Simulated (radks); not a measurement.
Q: Dipole-allowed excitations along the series with 4 electrons in [He] 2s2. Method: scalar-relativistic Kohn-Sham, LDA (Slater exchange, Perdew-Wang correlation), spin-unpolarised, spherical densities, finite nucleus; Fermi nuclear charge, rms radius of each element as measured or else 0.836 A^(1/3) + 0.57 fm; computed with a radial shooting solver on a logarithmic mesh with Libxc functionals. Time-dependent linear response with the Hartree and adiabatic LDA kernel, continuum included through the Sternheimer equations, no spin-orbit coupling, so fine structure and intercombination lines are absent. Lines are the poles of the dipole polarisability below minus the highest occupied eigenvalue, found on a grid refined at the orbital gaps; the lowest seven at most are given, and weak or close lines can be missed. The first line takes the name of the lowest orbital gap if no other gap lies below it; otherwise a line is named after a gap within 0.6 % of it, if that gap stands alone.

species  -e(HOMO) (eV)  lowest orbital gap (eV)  first line (eV)      f  strongest line (eV)  its f  static alpha (bohr^3)
Si10+           452.98             2s-2p 27.450   37.541 (2s-2p)  0.250       278.76 (2s-3p)  0.608                 0.1399
P11+            535.52             2s-2p 30.025   40.944 (2s-2p)  0.232       327.13 (2s-3p)  0.625                 0.1091
S12+            624.99             2s-2p 32.675   44.428 (2s-2p)  0.218       379.39 (2s-3p)  0.639                0.08665
Cl13+           721.40             2s-2p 35.411   48.001 (2s-2p)  0.206       435.56 (2s-3p)  0.652                0.06984
K15+            935.15             2s-2p 41.190   55.477 (2s-2p)  0.186       559.69 (2s-3p)  0.672                0.04707

Estimate the first line of Ar14+, its oscillator strength and the static polarisability.

A: 51.680 eV (2s-2p), f = 0.195, alpha = 0.05701 bohr^3.
